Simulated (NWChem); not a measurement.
ScBrF$_{2}$; SMILES [F][Sc]([Br])[F]

```xyz
4

Sc     0.0000     0.0000     0.9311
F      0.0000    -1.5370     1.8789
F      0.0000     1.5370     1.8789
Br     0.0000     0.0000    -1.5250
```
Atoms are numbered in this order, from 1.

Structure relaxed at the PBE0/def2-SVP level. B3LYP is NWChem's, with the RPA form of VWN correlation.

Symmetry labels are those of C2v in the frame above (b1 and b2, or b-type labels, depend on it).

**Question.** List the 4 lowest vertical singlet excitations from B3LYP/6-31G* (spherical d), full TDDFT (NWChem).

**Answer.** 
```json
[
 {"state": "S1", "energy (eV)": "4.07", "oscillator strength": "0.007", "symmetry": "b2", "leading excitation (squared amplitude)": "HOMO → LUMO (1.00)"},
 {"state": "S2", "energy (eV)": "4.22", "oscillator strength": "0.018", "symmetry": "b1", "leading excitation (squared amplitude)": "HOMO−1 → LUMO (1.00)"},
 {"state": "S3", "energy (eV)": "4.80", "oscillator strength": "0.000", "symmetry": "a2", "leading excitation (squared amplitude)": "HOMO → LUMO+1 (1.00)"},
 {"state": "S4", "energy (eV)": "4.86", "oscillator strength": "0.002", "symmetry": "a1", "leading excitation (squared amplitude)": "HOMO−2 → LUMO (0.96)"}
]
```
